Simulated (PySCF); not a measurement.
# Computed records: BFH₂NSi

All values are calculated (PySCF 2.14.0). Calculation on a computer-drawn molecule: the log of a Hartree-Fock and frozen-core CCSD(T) single point meant for a local Hartree-Fock minimum, with one planted fault or none, to be diagnosed. Offsets are logged minus clean, where the clean run is the same molecule without the fault. The reference is restricted for singlets and unrestricted otherwise, and also for a bond in bohr or an excited solution. Adding or removing an electron swaps singlet and doublet. The excited solution moves the top pair (singlet) or top alpha electron (doublet) to the lowest empty orbital. Highest occupied and lowest empty are orbital energies over both spins, largest force is the largest gradient component, triples share is (T) over the correlation energy, the T1 limit is 0.02 restricted and 0.045 unrestricted, electrons count all cores, a negative frequency is imaginary (commonest isotopes), and the dipole is about the centre of nuclear charge.

Entry: BFH₂NSi

Logged structure:
```xyz
6
BFH2NSi
B     -0.0307    -1.6431    -0.5207
Si     1.2850    -0.3763     0.2068
N      1.5783     1.1345    -0.0012
F      2.2630    -1.2609     1.1112
H     -1.1110    -2.1112    -0.3800
H      1.0792     1.8226    -0.5256
```

```
meant charge                      : 0
meant multiplicity                : 2
meant basis                       : cc-pV(D+d)Z
logged electrons                  : 37
logged basis functions            : 75
logged SCF converged              : yes
logged spin squared               : 0.7746
logged highest occupied           : -9.6955 eV
logged lowest empty               : 0.26074 eV
logged largest force              : 3.309e-05 hartree/bohr
logged lowest frequency           : 195.9 cm⁻¹
logged T1 diagnostic              : 0.022816
logged D1 diagnostic              : 0.078357
logged triples share              : 0.028625
logged CC converged               : yes
logged dipole magnitude           : 3.6912 debye
logged SCF stable within its kind : yes
logged energy HF                  : -468.62201 hartree
logged energy CCSD(T)             : -469.16327 hartree
possible faults                   : no fault, one electron removed, one electron added, multiplicity raised by two, geometry at a saddle point, SCF held on an excited solution, minimal basis STO-3G, one bond length entered in bohr, all coordinates scaled
planted fault                     : ?
```

Drawn bonds:
| atom | other atom | order |
| --- | --- | --- |
| 1 | 2 | 1 |
| 2 | 3 | 2 |
| 2 | 4 | 1 |
| 1 | 5 | 1 |
| 3 | 6 | 1 |

## Withheld values
1. Which fault was planted in the run of BFH₂NSi?

Calculated values
1. no fault

Further results for BFH₂NSi:

```
HF energy offset from clean run      : 0 kcal/mol
CCSD(T) energy offset from clean run : 0 kcal/mol
```
